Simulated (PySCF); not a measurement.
Working out the ionisation energy of Ta

Ta [Xe] 4f14 5d3 6s2 (4F) → Ta⁺ [Xe] 4f14 5d3 6s1 (5F). All numbers are calculated (PySCF 2.14, scalar relativity through the core potential, in def2-TZVP with the def2 core potential (60 electrons) (6s4p3d1f, 40 functions)). Frozen: 5s2 5p6. Energies in hartree (1 hartree = 27.21139 eV):

| part | Ta (lower) | Ta⁺ (upper) |
| --- | --- | --- |
| UHF | -56.290830 | -56.080507 |
| MP2 opposite-spin | -0.036543 | 0.000000 |
| MP2 same-spin | -0.021031 | -0.020919 |

Question: What does Hartree-Fock give?

Answer: (-56.080507) − (-56.290830) = 0.210323 hartree = 5.723 eV.

Question: What do MP2 and SCS-MP2 (6/5 opposite-spin, 1/3 same-spin) give?

Answer: The opposite-spin parts differ by 0.994 eV and the same-spin parts by 0.003 eV. MP2: 5.723 + (0.994) + (0.003) = 6.720 eV. SCS-MP2: 5.723 + 1.2 × (0.994) + (0.003)/3 = 6.917 eV.

Measured between the centres of the two terms (NIST): 7.573 eV, so MP2 (valence) is off by -0.853 eV.

What remains against the reference includes basis incompleteness, the frozen core and correlation beyond second order.
